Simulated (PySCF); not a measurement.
A GIAO shielding run with PySCF 2.14 (density fitting, non-relativistic, gas phase) on `[Si]1(C#C)(OC)NCCN1`, C5H10N2OSi:

```
$ OMP_NUM_THREADS=1 python probes_run.py task.json out

{"job": {"kind": "nmr", "xc": "CAM-B3LYP", "basis": "pcSseg-1", "pop": false}, "charge": 0, "multiplicity": 1}
C      1.065286     3.038874     0.225009
C      0.739570     1.874427     0.078779
Si     0.234594     0.112618    -0.103058
O      1.647329    -0.745965    -0.078597
C      2.838624    -0.471884     0.598965
N     -0.727968    -0.248752    -1.478928
C     -1.899471    -1.018821    -1.091720
C     -2.250105    -0.581574     0.333477
N     -0.987041    -0.360827     1.018322
H      1.343356     4.070752     0.346284
H      3.673358    -0.955324     0.067473
H      3.046712     0.611695     0.655541
H      2.815387    -0.872311     1.628171
H     -0.339311    -0.459123    -2.389016
H     -2.754236    -0.830470    -1.763302
H     -1.705216    -2.110338    -1.103518
H     -2.868563     0.337620     0.291677
H     -2.855158    -1.361218     0.827762
H     -1.056173    -0.008164     1.964074
```

Hardware: 1 thread of an Intel Xeon, shared host. The job also computes ring-centre shieldings.

(1) How large is the calculation?

(2) How long does it take, and how much memory does it need?

(3) And these other runs on the same molecule and hardware: GIAO shielding at PBE0/pcSseg-1?

## Answers

(1) 76 electrons, 210 basis functions and 1101 auxiliary functions.

(2) 2.1 min of wall time, with 14 SCF cycles and 6 response iterations; peak memory 1.2 GiB. Times on a shared host scatter by some tens of per cent.

(3) PBE0/pcSseg-1: 210 functions, 2.4 min.
